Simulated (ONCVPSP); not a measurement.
# u(r) = r·R(r): atom against pseudo-atom (Au)

Columns: radius, all-electron u(r) and pseudo u(r) of the 5p shell (level -60.65 eV) of gold in the configuration [Kr] 4d10 4f14 5s2 5p6 5d10 6s0.75 6p0.25; LDA (Perdew-Zunger), scalar-relativistic, ONCV scheme, ONCVPSP 4.0.1.

```
r (bohr)  all-electron  pseudo
   0.093        0.2194  0.0287
   0.185        0.1966  0.1099
   0.278       -0.4620  0.2358
   0.370       -0.5900  0.3891
   0.463       -0.2625  0.5560
   0.555        0.2010  0.7156
   0.648        0.6168  0.8560
   0.740        0.9062  0.9624
   0.833        1.0720  1.0307
   0.925        1.1333  1.0575
   1.018        1.1209  1.0461
   1.110        1.0611  1.0029
   1.203        0.9735  0.9348
   1.295        0.8744  0.8519
   1.388        0.7716  0.7603
   1.480        0.6734  0.6686
   1.573        0.5812  0.5796
   1.665        0.4986  0.4982
   1.758        0.4245  0.4244
   1.850        0.3602  0.3602
   1.943        0.3040  0.3039
   2.035        0.2562  0.2561
   2.128        0.2149  0.2148
   2.220        0.1802  0.1801
   2.313        0.1505  0.1505
   2.405        0.1258  0.1257
```

Problem. How many radial nodes do the two functions have?

Solution. The all-electron 5p function has n − l − 1 = 3 (the table is too coarse to show those close to the nucleus); the pseudo-wave has 0, since the states of the same l below it are removed with the core.

Problem. At about which radius was the pseudo-wave matched?

Solution. 1.85 bohr. The columns agree to 0.0005 from 1.67 bohr on; several derivatives are matched, so the curves merge somewhat inside the radius.

Problem. Where does each function peak?

Solution. Outermost all-electron maximum near 0.93 bohr, pseudo maximum near 0.93 bohr (to the table’s step).

Problem. Is the pseudo-wave norm-conserving?

Solution. Yes: the ONCV scheme keeps the norm inside the radius equal to the all-electron one, which fixes the energy derivative of the logarithmic derivative at the level.
